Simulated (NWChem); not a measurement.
System: AlH₂F; SMILES [AlH2][F]

NWChem input:

```
start job
memory heap 200 mb stack 900 mb global 1100 mb
geometry units angstroms noautoz
  Al     0.000000     0.000000    -0.567102
  H      0.000000     1.405769    -1.292522
  H      0.000000    -1.405769    -1.292522
  F      0.000000     0.000000     1.091280
end
basis spherical
  * library def2-svp
end
dft
  xc b3lyp
  iterations 150
  vectors input atomic output neutral.movecs
end
task dft energy
charge 1
dft
  odft
  mult 2
  vectors input atomic output cation.movecs
end
task dft energy
```

NWChem printed, in part:

```
             Northwest Computational Chemistry Package (NWChem) 7.3.0
             --------------------------------------------------------

 C2V symmetry detected

                             Geometry "geometry" -> ""
                             -------------------------

 Output coordinates in angstroms (scale by  1.889725989 to convert to a.u.)

  No.       Tag          Charge          X              Y              Z
 ---- ---------------- ---------- -------------- -------------- --------------
    1 Al                  13.0000     0.00000000     0.00000000    -0.56144158
    2 H                    1.0000     0.00000000     1.40576900    -1.28686158
    3 H                    1.0000     0.00000000    -1.40576900    -1.28686158
    4 F                    9.0000     0.00000000     0.00000000     1.09694042

 Effective nuclear repulsion energy (a.u.)      49.6614200988

      Symmetry information
      --------------------

 Group name             C2v
 Group number             16
 Group order               4
 No. of unique centers     3

                                 NWChem DFT Module
                                 -----------------

 Summary of "ao basis" -> "ao basis" (spherical)
 ------------------------------------------------------------------------------
       Tag                 Description            Shells   Functions and Types
 ---------------- ------------------------------  ------  ---------------------
 Al                         def2-svp                 8       18   4s3p1d
 H                          def2-svp                 3        5   2s1p
 F                          def2-svp                 6       14   3s2p1d

      Symmetry analysis of basis
      --------------------------

        a1         20
        a2          3
        b1          8
        b2         11

            General Information
            -------------------
          SCF calculation type: DFT
          Wavefunction type:  closed shell.
          No. of atoms     :     4
          No. of electrons :    24
           Alpha electrons :    12
            Beta electrons :    12
          Charge           :     0
          Spin multiplicity:     1
          Use of symmetry is: on ; symmetry adaption is: on
          Maximum number of iterations: 150
          AO basis - number of functions:    42
                     number of shells:    20
          Convergence on energy requested:  1.00D-06
          Convergence on density requested:  1.00D-05
          Convergence on gradient requested:  5.00D-04

              XC Information
              --------------
                         B3LYP Method XC Potential
                     Hartree-Fock (Exact) Exchange  0.200
                        Slater Exchange Functional  0.800 local
                    Becke 1988 Exchange Functional  0.720 non-local
              Lee-Yang-Parr Correlation Functional  0.810
                  VWN I RPA Correlation Functional  0.190 local

             Grid Information
             ----------------
          Grid used for XC integration:  medium
          Radial quadrature: Mura-Knowles
          Angular quadrature: Lebedev.
          Tag              B.-S. Rad. Rad. Pts. Rad. Cut. Ang. Pts.
          ---              ---------- --------- --------- ---------
          Al                  1.25       88           7.0       590
          H                   0.35       45           9.0       434
          F                   0.50       49           8.0       434
          Grid pruning is: on
          Number of quadrature shells:   182
          Spatial weights used:  Erf1

      Superposition of Atomic Density Guess
      -------------------------------------

 Sum of atomic energies:        -342.08248660

      Non-variational initial energy
      ------------------------------

 Total energy =    -342.102682
 1-e energy   =    -575.111569
 2-e energy   =     183.347467
 HOMO         =      -0.360646
 LUMO         =       0.002743

      Symmetry analysis of molecular orbitals - initial
      -------------------------------------------------

  Numbering of irreducible representations:

     1 a1          2 a2          3 b1          4 b2

  Orbital symmetries:

     1 a1          2 a1          3 a1          4 a1          5 b2
     6 b1          7 a1          8 a1          9 b2         10 b1
    11 a1         12 b2         13 b1         14 a1         15 a1
    16 b2         17 a1         18 b2         19 b1         20 a1
    21 a2         22 a1

   convergence    iter        energy       DeltaE   RMS-Dens  Diis-err
 ---------------- ----- ----------------- --------- --------- ---------
 d= 0,ls=0.0,diis     1   -343.3374971589 -3.93D+02  2.93D-02  4.55D-01
 d= 0,ls=0.0,diis     2   -343.2414906495  9.60D-02  1.67D-02  1.73D+00
 d= 0,ls=0.0,diis     3   -343.3921108874 -1.51D-01  1.12D-03  1.61D-03
 d= 0,ls=0.0,diis     4   -343.3922887765 -1.78D-04  2.31D-04  9.08D-05
 d= 0,ls=0.0,diis     5   -343.3923014193 -1.26D-05  2.50D-05  6.34D-07
 d= 0,ls=0.0,diis     6   -343.3923015103 -9.11D-08  4.27D-06  1.71D-08

         Total DFT energy =     -343.392301510338
      One electron energy =     -576.677194913017
           Coulomb energy =      213.546818084480
    Exchange-Corr. energy =      -29.923344780561
 Nuclear repulsion energy =       49.661420098759

 Numeric. integr. density =       23.999994999529

                  Occupations of the irreducible representations
                  ----------------------------------------------

                     irrep           alpha         beta
                     --------     --------     --------
                     a1                7.0          7.0
                     a2                0.0          0.0
                     b1                2.0          2.0
                     b2                3.0          3.0

                       DFT Final Molecular Orbital Analysis
                       ------------------------------------

 Vector   10  Occ=2.000000D+00  E=-4.024970D-01  Symmetry=b1
              MO Center= -2.5D-15, -1.0D-16,  1.0D+00, r^2= 6.1D-01
   Bfn.  Coefficient  Atom+Function         Bfn.  Coefficient  Atom+Function
  ----- ------------  ---------------      ----- ------------  ---------------
    32      0.638024  4 F  px                35     -0.446661  4 F  px
    11     -0.093378  1 Al px                 8     -0.090869  1 Al px
    17      0.065955  1 Al d  1               5      0.056060  1 Al px

 Vector   11  Occ=2.000000D+00  E=-3.812423D-01  Symmetry=a1
              MO Center=  1.5D-15,  9.2D-15, -6.7D-01, r^2= 2.7D+00
   Bfn.  Coefficient  Atom+Function         Bfn.  Coefficient  Atom+Function
  ----- ------------  ---------------      ----- ------------  ---------------
    34     -0.334726  4 F  pz                 3      0.311091  1 Al s
    19      0.245760  2 H  s                 24      0.245760  3 H  s
    37      0.211912  4 F  pz                10     -0.204407  1 Al pz
     2      0.193135  1 Al s                  7      0.128040  1 Al pz
     4      0.126781  1 Al s                 20      0.123875  2 H  s

 Vector   12  Occ=2.000000D+00  E=-3.126780D-01  Symmetry=b2
              MO Center= -2.0D-16, -3.5D-15, -1.0D+00, r^2= 2.8D+00
   Bfn.  Coefficient  Atom+Function         Bfn.  Coefficient  Atom+Function
  ----- ------------  ---------------      ----- ------------  ---------------
    19      0.321673  2 H  s                 24     -0.321673  3 H  s
    20      0.272497  2 H  s                 25     -0.272497  3 H  s
     9      0.237347  1 Al py                33      0.198511  4 F  py
     6     -0.144645  1 Al py                36     -0.144382  4 F  py
    15     -0.082458  1 Al d -1              12      0.061877  1 Al py

 Vector   13  Occ=0.000000D+00  E=-5.493288D-02  Symmetry=b1
              MO Center= -3.7D-16, -1.3D-16, -6.1D-01, r^2= 3.7D+00
   Bfn.  Coefficient  Atom+Function         Bfn.  Coefficient  Atom+Function
  ----- ------------  ---------------      ----- ------------  ---------------
    11      0.769604  1 Al px                 8      0.342795  1 Al px
     5     -0.187033  1 Al px                32      0.183587  4 F  px
    35     -0.173915  4 F  px                17      0.055385  1 Al d  1

 Vector   14  Occ=0.000000D+00  E= 8.098430D-03  Symmetry=a1
              MO Center=  2.1D-15, -6.7D-15, -7.0D-02, r^2= 4.1D+00
   Bfn.  Coefficient  Atom+Function         Bfn.  Coefficient  Atom+Function
  ----- ------------  ---------------      ----- ------------  ---------------
     4      1.173112  1 Al s                 20     -0.524475  2 H  s
    25     -0.524475  3 H  s                 31     -0.391510  4 F  s
    13      0.379234  1 Al pz                 3      0.293387  1 Al s
     2      0.204145  1 Al s                 19     -0.175141  2 H  s
    24     -0.175141  3 H  s                 34     -0.139190  4 F  pz

 Vector   15  Occ=0.000000D+00  E= 4.121089D-02  Symmetry=a1
              MO Center= -1.3D-15,  7.1D-15, -1.4D+00, r^2= 4.0D+00
   Bfn.  Coefficient  Atom+Function         Bfn.  Coefficient  Atom+Function
  ----- ------------  ---------------      ----- ------------  ---------------
    13      1.186383  1 Al pz                 4     -1.052857  1 Al s
    20      0.870351  2 H  s                 25      0.870351  3 H  s
    31     -0.232826  4 F  s                  3     -0.191050  1 Al s
    19      0.154560  2 H  s                 24      0.154560  3 H  s
    10      0.143745  1 Al pz                18     -0.110986  1 Al d  2

     Multipole analysis of the density
     ---------------------------------

     L   x y z        total         alpha         beta         nuclear
     -   - - -        -----         -----         ----         -------
     0   0 0 0     -0.000000    -12.000000    -12.000000     24.000000

     1   1 0 0     -0.000000     -0.000000     -0.000000      0.000000
     1   0 1 0      0.000000      0.000000      0.000000      0.000000
     1   0 0 1     -0.488265     -0.244132     -0.244132      0.000000

     2   2 0 0    -11.093356     -5.546678     -5.546678      0.000000
     2   1 1 0     -0.000000     -0.000000     -0.000000      0.000000
     2   1 0 1     -0.000000     -0.000000     -0.000000      0.000000
     2   0 2 0    -15.800936    -14.957557    -14.957557     14.114178
     2   0 1 1     -0.000000     -0.000000     -0.000000      0.000000
     2   0 0 2    -16.144805    -40.639342    -40.639342     65.133879

                                 NWChem DFT Module
                                 -----------------

      Symmetry analysis of basis
      --------------------------

        a1         20
        a2          3
        b1          8
        b2         11

            General Information
            -------------------
          SCF calculation type: DFT
          Wavefunction type:  spin polarized.
          No. of atoms     :     4
          No. of electrons :    23
           Alpha electrons :    12
            Beta electrons :    11
          Charge           :     1
          Spin multiplicity:     2
          Use of symmetry is: on ; symmetry adaption is: on
          Maximum number of iterations: 150
          AO basis - number of functions:    42
                     number of shells:    20
          Convergence on energy requested:  1.00D-06
          Convergence on density requested:  1.00D-05
          Convergence on gradient requested:  5.00D-04

              XC Information
              --------------
                         B3LYP Method XC Potential
                     Hartree-Fock (Exact) Exchange  0.200
                        Slater Exchange Functional  0.800 local
                    Becke 1988 Exchange Functional  0.720 non-local
              Lee-Yang-Parr Correlation Functional  0.810
                  VWN I RPA Correlation Functional  0.190 local

             Grid Information
             ----------------
          Grid used for XC integration:  medium
          Radial quadrature: Mura-Knowles
          Angular quadrature: Lebedev.
          Tag              B.-S. Rad. Rad. Pts. Rad. Cut. Ang. Pts.
          ---              ---------- --------- --------- ---------
          Al                  1.25       88           7.0       590
          H                   0.35       45           9.0       434
          F                   0.50       49           8.0       434
          Grid pruning is: on
          Number of quadrature shells:   182
          Spatial weights used:  Erf1

      Superposition of Atomic Density Guess
      -------------------------------------

 Sum of atomic energies:        -342.08248660

 Renormalizing density from      24.00 to     23

      Non-variational initial energy
      ------------------------------

 Total energy =    -333.100344
 1-e energy   =    -551.148587
 2-e energy   =     168.386823
 HOMO         =      -0.648522
 LUMO         =      -0.299177

   Symmetry analysis of molecular orbitals - initial alpha
   -------------------------------------------------------

  Numbering of irreducible representations:

     1 a1          2 a2          3 b1          4 b2

  Orbital symmetries:

     1 a1          2 a1          3 a1          4 a1          5 b2
     6 b1          7 a1          8 a1          9 b2         10 b1
    11 a1         12 b2         13 b1         14 a1         15 a1
    16 b2         17 a1         18 b2         19 b1         20 a1
    21 a2         22 b1

   Symmetry analysis of molecular orbitals - initial beta
   ------------------------------------------------------

  Numbering of irreducible representations:

     1 a1          2 a2          3 b1          4 b2

  Orbital symmetries:

     1 a1          2 a1          3 a1          4 a1          5 b2
     6 b1          7 a1          8 a1          9 b2         10 b1
    11 a1         12 b2         13 b1         14 a1         15 a1
    16 b2         17 a1         18 b2         19 b1         20 a1
    21 a2         22 b1

   convergence    iter        energy       DeltaE   RMS-Dens  Diis-err
 ---------------- ----- ----------------- --------- --------- ---------
 d= 0,ls=0.0,diis     1   -342.6921215172 -3.92D+02  4.17D-02  7.03D-01
                                                     3.54D-02  6.70D-01
 d= 0,ls=0.0,diis     2   -339.3462280401  3.35D+00  3.75D-02  8.64D+00
                                                     3.23D-02  6.04D+00
 d= 0,ls=0.0,diis     3   -342.9657018281 -3.62D+00  2.96D-03  8.60D-03
                                                     4.36D-03  9.55D-03
 d= 0,ls=0.0,diis     4   -342.9710383081 -5.34D-03  9.40D-04  6.00D-03
                                                     7.19D-04  4.93D-03
 d= 0,ls=0.0,diis     5   -342.9730312110 -1.99D-03  3.67D-04  6.46D-04
                                                     3.99D-04  4.93D-04
  Resetting Diis
 d= 0,ls=0.0,diis     6   -342.9733111721 -2.80D-04  8.23D-05  4.84D-06
                                                     4.49D-05  1.70D-06
 d= 0,ls=0.0,diis     7   -342.9733138879 -2.72D-06  5.56D-05  2.41D-06
                                                     6.90D-05  2.67D-06
 d= 0,ls=0.0,diis     8   -342.9733097886  4.10D-06  3.41D-05  1.41D-05
                                                     5.01D-05  1.36D-05
 d= 0,ls=0.0,diis     9   -342.9733151242 -5.34D-06  5.70D-06  2.54D-08
                                                     9.35D-06  2.55D-08
 d= 0,ls=0.0,diis    10   -342.9733151605 -3.63D-08  3.35D-06  2.40D-08
                                                     3.05D-06  1.64D-08

         Total DFT energy =     -342.973315160479
      One electron energy =     -569.721543717096
           Coulomb energy =      206.666949984179
    Exchange-Corr. energy =      -29.580141526321
 Nuclear repulsion energy =       49.661420098759

 Numeric. integr. density =       22.999994975789

                  Occupations of the irreducible representations
                  ----------------------------------------------

[...]
```

Level: B3LYP/def2-SVP, vertical spin-unrestricted ions. All runs use the structure optimised with B3LYP/6-31G* (spherical d).
